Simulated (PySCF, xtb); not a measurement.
AlHF2, SMILES [F][AlH][F].

GFN2-xTB (xtb) at its own geometry gives an orbital gap of 5.54 eV and a dipole moment of 1.53 D.

The structure is a stationary point at B3LYP-D3(BJ)/def2-TZVP.

Problem. What does PBE0/def2-TZVPD run with PySCF give? (Estimate from the structure and the level; the computed values follow.)

Solution. gap 9.23 eV (levels -10.19 and -0.96 eV), dipole 1.45 D.
